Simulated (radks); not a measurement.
The numbers below are computed, except where a source is named.
Isoelectronic series with 34 electrons, all held in the configuration [Ar] 3d10 4s2 4p4, which need not be the ground one along the series. Code: a radial shooting solver on a logarithmic mesh with Libxc functionals. Model: non-relativistic Kohn-Sham, LDA (Slater exchange, Perdew-Wang correlation), spin-polarised, spherical densities, point nucleus; open shells are filled with parallel spins first (spin-orbit coupling, left out, can overturn this in heavy ions). Total energies (hartree) and orbital eigenvalues (eV):

ion    E (hartree)    4p down      4p up    4s down      4s up
Se     -2398.12086    -5.9361    -7.2063   -16.0860   -17.4553
Kr2+   -2748.70303   -30.1308   -31.8561   -44.1789   -45.9713
Sr4+   -3125.15382   -63.4279   -65.5326   -81.2966   -83.4579
Zr6+   -3527.34780  -104.7329  -107.1837  -126.3665  -128.8696
Mo8+   -3955.21641  -153.5981  -156.3767  -178.9616  -181.7907
Ru10+  -4408.71670  -209.7871  -212.8822  -238.8582  -242.0030
Pd12+  -4887.81962  -273.1582  -276.5624  -305.9224  -309.3760
Cd14+  -5392.50453  -343.6194  -347.3274  -380.0671  -383.8245
